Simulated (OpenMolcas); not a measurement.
SiH3Br (SMILES [SiH3]Br): name the method

SiH3Br has 5 atoms, charge 0, and is taken as a singlet. As SMILES, `[SiH3]Br`. The shape is that of a GFN2-xTB optimisation.

```xyz
5

Si   -0.1863    0.0712   -0.0560
Br    1.8060   -0.6880    0.5309
H    -1.0324   -0.1150    1.1118
H    -0.5974   -0.7390   -1.1906
H     0.0101    1.4708   -0.3962
```

A calculation with OpenMolcas 26.06 gave:

- total energy: -2864.6520 Eh
- dipole moment: 1.71 D
- HOMO energy: -8.24 eV
- LUMO energy: -0.03 eV
- HOMO–LUMO gap: 8.21 eV
- largest force: 0.799 eV/Å

Q: Which of these levels gave the numbers?
A. B3LYP/6-31G* (Cartesian functions)
B. HF/3-21G
C. B3LYP/6-31G* (spherical functions)
D. PBE0/def2-SVP

A: D. The others give -2865.2128 Eh (B3LYP/6-31G* (Cartesian functions)), -2865.2026 Eh (B3LYP/6-31G* (spherical functions)), -2849.1944 Eh (HF/3-21G).
